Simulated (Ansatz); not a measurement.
Start from `N[Si]Br` and change one atom or group to get `N[Si]O`.

Ansatz, PBE0-D4/def2-TZVP geometries, multiplicity 1. Each molecule was computed in one conformer, which needn't be the lowest.

Scalar relativity is left out up to krypton. Spin–orbit coupling is left out; it splits and shifts lone-pair levels of the heavy atoms by tenths of an eV.

```json
{"property": "size of the dipole moment (PBE/def2-TZVPP) / D", "`N[Si]Br`": "2.83"}
{"property": "HOMO–LUMO gap (B3LYP/def2-TZVPP) / eV", "`N[Si]Br`": "5.04"}
{"property": "HOMO–LUMO gap (ωB97M-V/def2-TZVPP) / eV", "`N[Si]Br`": "9.44"}
{"property": "zero-point energy (PBE0-D4/def2-TZVP) / kJ/mol", "`N[Si]Br`": "72.4"}
{"property": "HOMO energy (B3LYP/def2-TZVPP) / eV", "`N[Si]Br`": "-6.89"}
{"property": "HOMO energy (PBE0/def2-TZVPP) / eV", "`N[Si]Br`": "-7.08"}
```

Problem. What does the change do to each property? (Best estimate.)

Solution. Ansatz gave: 
```tsv
property	`N[Si]O`	shift
size of the dipole moment (PBE/def2-TZVPP) / D	3.11	0.28
HOMO–LUMO gap (B3LYP/def2-TZVPP) / eV	5.75	0.71
HOMO–LUMO gap (ωB97M-V/def2-TZVPP) / eV	10.24	0.80
zero-point energy (PBE0-D4/def2-TZVP) / kJ/mol	104.8	32.4
HOMO energy (B3LYP/def2-TZVPP) / eV	-6.59	0.30
HOMO energy (PBE0/def2-TZVPP) / eV	-6.75	0.33
```

With PBE0 the HOMO rises by 0.33 eV and the LUMO rises by 1.04 eV, so the gap widens by about 0.71 eV. PBE moves the HOMO by 0.34 eV and ωB97M-V by 0.24 eV. The zero-point energy changes by 32.4 kJ/mol with +3 modes. Dipoles are sizes alone; their direction can turn.

B3LYP here is the variant with VWN-RPA as its local correlation; programs differ in this.
